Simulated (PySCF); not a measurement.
C3H9Sb, charge +1, multiplicity 2. Atoms are numbered in the order given.

```xyz
13

Sb     0.0000     0.0000     0.2695
C      1.7403    -1.0048    -0.4657
H      1.7351    -2.0441    -0.1107
H      2.6378    -0.4806    -0.1107
H      1.6842    -0.9724    -1.5660
C      0.0000     2.0095    -0.4657
H      0.9027     2.5247    -0.1107
H     -0.9027     2.5247    -0.1107
H      0.0000     1.9448    -1.5660
C     -1.7403    -1.0048    -0.4657
H     -1.7351    -2.0441    -0.1107
H     -1.6842    -0.9724    -1.5660
H     -2.6378    -0.4806    -0.1107
```
Charge +1, spin multiplicity 2.

Coordinates come from a r2SCAN-D4/def2-SVP optimisation. The spin state was assumed, not searched. The isomer is the one that the SMILES or the coordinates give; other isomers of the formula were not compared. The def2 effective core potentials stand for the cores of Sb; spin–orbit coupling is left out.

Computed with r2SCAN/def2-TZVP in PySCF.

ESP charges are fitted to the potential on shells at 1.4 to 2.0 van der Waals radii. Atomic charges (e):

```
atom  Mulliken  ESP fit  Mulliken spin
----  --------  -------  -------------
Sb1       0.81        ?           0.75
C2       -0.49        ?           0.07
H3        0.19        ?           0.00
H4        0.19        ?           0.00
H5        0.18        ?           0.03
C6       -0.49        ?           0.07
H7        0.19        ?           0.00
H8        0.19        ?           0.00
H9        0.18        ?           0.03
C10      -0.49        ?           0.07
H11       0.19        ?           0.00
H12       0.18        ?           0.03
H13       0.19        ?           0.00
```

Question: Complete the blanks. (Estimate from the structure and the level; the computed values follow.)

Answer: 
- Sb1, ESP fit: 0.77
- C2, ESP fit: -0.65
- H3, ESP fit: 0.24
- H4, ESP fit: 0.24
- H5, ESP fit: 0.25
- C6, ESP fit: -0.64
- H7, ESP fit: 0.24
- H8, ESP fit: 0.24
- H9, ESP fit: 0.24
- C10, ESP fit: -0.65
- H11, ESP fit: 0.24
- H12, ESP fit: 0.25
- H13, ESP fit: 0.24
